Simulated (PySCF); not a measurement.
Radial density of Ca⁺ (calcium, charge +1)

UHF, [Ar] 4s1, 2S determinant. All numbers are calculated (PySCF 2.14, scalar relativity by spin-free X2C-1e, in cc-pVDZ-X2C).

```json
{"r (bohr)": "0.00161", "4πr²ρ (e/bohr)": "0.2014", "4πr²(ρα − ρβ)": "0.0001"}
{"r (bohr)": "0.00271", "4πr²ρ (e/bohr)": "0.5216", "4πr²(ρα − ρβ)": "0.0002"}
{"r (bohr)": "0.00455", "4πr²ρ (e/bohr)": "1.317", "4πr²(ρα − ρβ)": "0.0004"}
{"r (bohr)": "0.00766", "4πr²ρ (e/bohr)": "3.173", "4πr²(ρα − ρβ)": "0.0010"}
{"r (bohr)": "0.0129", "4πr²ρ (e/bohr)": "7.058", "4πr²(ρα − ρβ)": "0.0023"}
{"r (bohr)": "0.0217", "4πr²ρ (e/bohr)": "13.73", "4πr²(ρα − ρβ)": "0.0042"}
{"r (bohr)": "0.0364", "4πr²ρ (e/bohr)": "21.29", "4πr²(ρα − ρβ)": "0.0058"}
{"r (bohr)": "0.0613", "4πr²ρ (e/bohr)": "23.12", "4πr²(ρα − ρβ)": "0.0034"}
{"r (bohr)": "0.103", "4πr²ρ (e/bohr)": "17.74", "4πr²(ρα − ρβ)": "-0.0015"}
{"r (bohr)": "0.173", "4πr²ρ (e/bohr)": "20.20", "4πr²(ρα − ρβ)": "0.0079"}
{"r (bohr)": "0.292", "4πr²ρ (e/bohr)": "23.81", "4πr²(ρα − ρβ)": "0.0142"}
{"r (bohr)": "0.491", "4πr²ρ (e/bohr)": "9.543", "4πr²(ρα − ρβ)": "0.0024"}
{"r (bohr)": "0.825", "4πr²ρ (e/bohr)": "6.962", "4πr²(ρα − ρβ)": "0.0476"}
{"r (bohr)": "1.39", "4πr²ρ (e/bohr)": "5.546", "4πr²(ρα − ρβ)": "-0.0037"}
{"r (bohr)": "2.33", "4πr²ρ (e/bohr)": "0.8926", "4πr²(ρα − ρβ)": "0.2080"}
{"r (bohr)": "3.93", "4πr²ρ (e/bohr)": "0.3048", "4πr²(ρα − ρβ)": "0.2989"}
{"r (bohr)": "6.61", "4πr²ρ (e/bohr)": "0.03244", "4πr²(ρα − ρβ)": "0.0324"}
{"r (bohr)": "11.1", "4πr²ρ (e/bohr)": "9.983e-05", "4πr²(ρα − ρβ)": "0.0001"}
```

Densities and radii are taken from the X2C orbitals without a picture-change correction, which distorts them close to the nucleus.

(1) Where is the radial spin density 4πr²(ρα − ρβ) most negative, and why is it negative at all?

Answers

(1) Around r = 1.39 bohr, down to -0.0037 e/bohr: exchange with the open shell polarises the paired shells in an unrestricted calculation.
